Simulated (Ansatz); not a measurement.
Mulliken charges of `C[CH](F)[ZnH]` from PBE/def2-TZVPP in Ansatz (PBE0-D4/def2-TZVP geometry).

| atom | x (Å) | y (Å) | z (Å) | charge (e) |
| --- | --- | --- | --- | --- |
| C1 | 0.747 | 0.595 | -0.643 | -0.282 |
| C2 | 0.181 | -0.554 | 0.156 | 0.156 |
| F3 | -0.036 | -1.641 | -0.723 | -0.231 |
| Zn4 | -1.542 | -0.230 | 1.079 | 0.141 |
| H5 | 0.038 | 0.968 | -1.386 | 0.090 |
| H6 | 1.000 | 1.424 | 0.025 | 0.072 |
| H7 | 1.660 | 0.295 | -1.169 | 0.086 |
| H8 | 0.939 | -0.902 | 0.868 | 0.068 |
| H9 | -2.899 | -0.002 | 1.777 | -0.100 |

**Question.** By hand: the dipole of these point charges (1 e Å = 4.8032 D).

**Answer.** Σ q r = (0.180, 0.246, 0.183) e Å, of length 0.356 e Å = 1.71 D.

**Question.** How does the dipole of the full density compare? (An estimate is asked.)

**Answer.** Computed: (0.133, 0.261, 0.159) e Å, 1.60 D; the point charges give 1.07 times that, at 8° from its direction.

Point charges leave out the atoms' own dipoles, such as those of lone pairs, and Mulliken's split depends on the basis, so the close match here is no proof of good charges.
